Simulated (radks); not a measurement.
Ionisation ladder of mercury, from Hg XXIII to Hg XLIV. Each ion is in the ground configuration listed by NIST, and IE = E(next ion) - E(this ion). Calculated with a radial shooting solver on a logarithmic mesh with Libxc functionals: non-relativistic Kohn-Sham, TPSS, spin-polarised, spherical densities, point nucleus; open shells are filled with parallel spins first (spin-orbit coupling, left out, can overturn this in heavy ions); meta-GGA in the generalised Kohn-Sham scheme; relativity is left out, which matters for an element this heavy.

species      configuration  E (hartree)  IE, Delta-SCF (eV)  -e(HOMO) (eV)     HOMO  IE, NIST (eV)    kind  error (eV)
Hg XXIII    [Kr] 4d10 4f12  -18218.6355              674.76         651.25  4f down            650  theory       +24.8
Hg XXIV     [Kr] 4d10 4f11  -18193.8384              722.52         698.46  4f down            710  theory       +12.5
Hg XXV      [Kr] 4d10 4f10  -18167.2863              771.33         746.75  4f down            760  theory       +11.3
Hg XXVI      [Kr] 4d10 4f9  -18138.9405              821.16         796.08  4f down            820  theory        +1.2
Hg XXVII     [Kr] 4d10 4f8  -18108.7632              871.98         846.41  4f down            880  theory        -8.0
Hg XXVIII    [Kr] 4d10 4f7  -18076.7185              937.69         911.11    4f up            930  theory        +7.7
Hg XXIX      [Kr] 4d10 4f6  -18042.2590              991.54         964.45    4f up            990  theory        +1.5
Hg XXX       [Kr] 4d10 4f5  -18005.8207              1046.4         1018.8    4f up           1050  theory        -3.6
Hg XXXI      [Kr] 4d10 4f4  -17967.3670              1102.2         1074.1    4f up           1110  theory        -7.8
Hg XXXII     [Kr] 4d10 4f3  -17926.8621              1159.0         1130.4    4f up           1160  theory        -1.0
Hg XXXIII    [Kr] 4d10 4f2  -17884.2714              1216.6         1187.6    4f up           1220  theory        -3.4
Hg XXXIV     [Kr] 4d10 4f1  -17839.5612              1275.2         1245.8    4f up           1280  theory        -4.8
Hg XXXV          [Kr] 4d10  -17792.6991              1559.9         1532.3       4d           1549  theory       +10.9
Hg XXXVI          [Kr] 4d9  -17735.3725              1615.6         1587.7  4d down           1603  theory       +12.6
Hg XXXVII         [Kr] 4d8  -17676.0017              1671.6         1643.5  4d down           1661  theory       +10.6
Hg XXXVIII        [Kr] 4d7  -17614.5727              1727.9         1699.7  4d down           1723  theory        +4.9
Hg XXXIX          [Kr] 4d6  -17551.0735              1784.5         1756.2  4d down           1780  theory        +4.5
Hg XL             [Kr] 4d5  -17485.4949              1857.5         1828.3    4d up           1839  theory       +18.5
Hg XLI            [Kr] 4d4  -17417.2333              1916.2         1886.8    4d up           1928  theory       -11.8
Hg XLII           [Kr] 4d3  -17346.8133              1975.3         1945.7    4d up           1989  theory       -13.7
Hg XLIII          [Kr] 4d2  -17274.2215              2034.7         2005.0    4d up           2052  theory       -17.3
Hg XLIV           [Kr] 4d1  -17199.4467              2094.4         2064.5    4d up           2113  theory       -18.6

Reference values: NIST Atomic Spectra Database (exp. = measured, semi-emp. = semi-empirical, theory = theoretical value adopted there). The ionisation energy per charge of the ion left behind rises most, in proportion, at Hg XXXV ([Kr] 4d10), from 37.505 to 44.570 eV. Relativity is left out here, which matters for elements this heavy. Open shells are spherical and high-spin; term and fine-structure splittings are not resolved.
